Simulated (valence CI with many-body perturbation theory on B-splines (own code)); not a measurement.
# How close is CI+MBPT for P?

Method: valence CI with perturbative core correlation (CI+MBPT): five valence electrons over a frozen Dirac-Fock core [Ne], radial functions for each j: 11 s, 11 p, 10 d, 8 f, 5 g, 2 h, with the one-electron correlation potential Σ1 (screened to all orders), the two-electron term Σ2, the three-electron term Σ3, Breit, model QED; selected single and double excitations, second order for the rest, scaled by the run's own slope (own B-spline code, finite nucleus).

Against 25 measured levels this calculation errs by 257 cm⁻¹ on average and by 603 at most. These come from a selection out of the NIST Handbook of Basic Atomic Spectroscopic Data. Levels without a partner in it may be off by more. Among the levels kept, up to 4600 cm⁻¹ of a level comes from second order outside the variational space, and about a tenth of that is noise between levels of different J, which matters for small intervals.

Measured levels: NIST Handbook of Basic Atomic Spectroscopic Data (Sansonetti and Martin, J. Phys. Chem. Ref. Data 34, 1559 (2005)). Pairs share parity and J, and are chosen by configuration, term and nearness in energy; levels without a clear partner are left out. Energies in cm⁻¹ above the measured ground level.

Names give the largest LS component (configuration and term), which can be under half, so a name can repeat, a term be missing and a line seem to break the LS rules; names also repeat where a configuration has a term twice. Letters in brackets count levels of one name in rising energy.

| Computed label | Label in the source | Measured | Computed | Difference |
| --- | --- | --- | --- | --- |
| 3s²3p³ ⁴S°_3/2 | 3s2 3p3 4S° | 0 | 0.0 | 0 |
| 3s²3p³ ²D°_3/2 | 3s2 3p3 2D° | 11361.0 | 11582.2 | +221 |
| 3s²3p³ ²D°_5/2 | 3s2 3p3 2D° | 11376.6 | 11558.6 | +182 |
| 3s²3p³ ²P°_1/2 | 3s2 3p3 2P° | 18722.7 | 19035.2 | +312 |
| 3s²3p³ ²P°_3/2 | 3s2 3p3 2P° | 18748.0 | 19062.5 | +314 |
| 3s²3p²4s ⁴P_1/2 | 3s2 3p2(3P) 4s 4P | 55939.4 | 55707.7 | -232 |
| 3s²3p²4s ⁴P_3/2 | 3s2 3p2(3P) 4s 4P | 56090.6 | 55819.8 | -271 |
| 3s²3p²4s ⁴P_5/2 | 3s2 3p2(3P) 4s 4P | 56339.7 | 55827.8 | -512 |
| 3s²3p²4s ²P_1/2 | 3s2 3p2(3P) 4s 2P | 57876.6 | 57697.8 | -179 |
| 3s²3p²4s ²P_3/2 | 3s2 3p2(3P) 4s 2P | 58174.4 | 57922.7 | -252 |
| 3s3p⁴ ⁴P_5/2 | 3s 3p4 4P | 59534.5 | 58931.7 | -603 |
| 3s3p⁴ ⁴P_3/2 | 3s 3p4 4P | 59715.9 | 59260.1 | -456 |
| 3s3p⁴ ⁴P_1/2 | 3s 3p4 4P | 59820.4 | 59297.7 | -523 |
| 3s²3p²4p ²S°_1/2 | 3s2 3p2(3P) 4p | 64239.6 | 64076.9 | -163 |
| 3s²3p²4s ²D_3/2 | 3s2 3p2(1D) 4s 2D | 65156.2 | 64988.0 | -168 |
| 3s²3p²4s ²D_5/2 | 3s2 3p2(1D) 4s 2D | 65157.1 | 64792.4 | -365 |
| 3s²3p²4p ⁴D°_1/2 | 3s2 3p2(3P) 4p 4D° | 65373.6 | 65208.5 | -165 |
| 3s²3p²4p ⁴D°_3/2 | 3s2 3p2(3P) 4p 4D° | 65450.1 | 65281.5 | -169 |
| 3s²3p²4p ⁴D°_5/2 | 3s2 3p2(3P) 4p 4D° | 65585.1 | 65429.1 | -156 |
| 3s²3p²4p ⁴D°_7/2 | 3s2 3p2(3P) 4p 4D° | 65788.5 | 65565.3 | -223 |
| 3s²3p²4p ⁴P°_1/2 | 3s2 3p2(3P) 4p 4P° | 66343.4 | 66172.4 | -171 |
| 3s²3p²4p ⁴P°_3/2 | 3s2 3p2(3P) 4p 4P° | 66360.3 | 66186.4 | -174 |
| 3s²3p²4p ⁴P°_5/2 | 3s2 3p2(3P) 4p 4P° | 66544.2 | 66379.1 | -165 |
| 3s²3p²4p ²D°_3/2 [a] | 3s2 3p2(3P) 4p 2D° | 66813.3 | 66680.7 | -133 |
| 3s²3p²4p ⁴S°_3/2 | 3s2 3p2(3P) 4p | 66834.6 | 66637.0 | -198 |
| 3s²3p²4p ²D°_5/2 [a] | 3s2 3p2(3P) 4p 2D° | 67113.9 | 66998.8 | -115 |

Over 25 excited levels the mean absolute difference is 257 cm⁻¹, the median 198 and the largest 603. The comparison draws on a selection of the measured levels: 26 of the 54 computed ones have a partner in it, and others may be off by more.

Rates against NIST Handbook of Basic Atomic Spectroscopic Data (Sansonetti and Martin, J. Phys. Chem. Ref. Data 34, 1559 (2005)):

```csv
"λ vac, measured (nm)",Upper,Lower,A computed (s⁻¹),A tabulated (s⁻¹)
167.46,3s3p⁴ ⁴P_3/2,3s²3p³ ⁴S°_3/2,5.01e+06,7.73e+07
167.97,3s3p⁴ ⁴P_5/2,3s²3p³ ⁴S°_3/2,4.23e+06,8.45e+07
177.49,3s²3p²4s ⁴P_5/2,3s²3p³ ⁴S°_3/2,2.01e+08,2.38e+08
178.28,3s²3p²4s ⁴P_3/2,3s²3p³ ⁴S°_3/2,2.02e+08,2.38e+08
178.76,3s²3p²4s ⁴P_1/2,3s²3p³ ⁴S°_3/2,2.02e+08,2.52e+08
213.61,3s²3p²4s ²P_3/2,3s²3p³ ²D°_3/2,2.15e+07,2.11e+07
213.69,3s²3p²4s ²P_3/2,3s²3p³ ²D°_5/2,2.55e+08,2.83e+08
214.98,3s²3p²4s ²P_1/2,3s²3p³ ²D°_3/2,2.87e+08,3.18e+08
215.36,3s²3p²4s ²D_3/2,3s²3p³ ²P°_1/2,2.76e+07,4.85e+07
215.47,3s²3p²4s ²D_5/2,3s²3p³ ²P°_3/2,3.32e+07,5.80e+07
253.47,3s²3p²4s ²P_3/2,3s²3p³ ²P°_1/2,1.53e+07,2.00e+07
253.64,3s²3p²4s ²P_3/2,3s²3p³ ²P°_3/2,7.37e+07,9.50e+07
255.40,3s²3p²4s ²P_1/2,3s²3p³ ²P°_1/2,5.57e+07,7.10e+07
952.84,3s²3p²4p ⁴S°_3/2,3s²3p²4s ⁴P_5/2,1.77e+07,1.80e+07
975.34,3s²3p²4p ⁴P°_1/2,3s²3p²4s ⁴P_3/2,2.28e+07,2.40e+07
979.95,3s²3p²4p ⁴P°_5/2,3s²3p²4s ⁴P_5/2,2.23e+07,2.10e+07
```
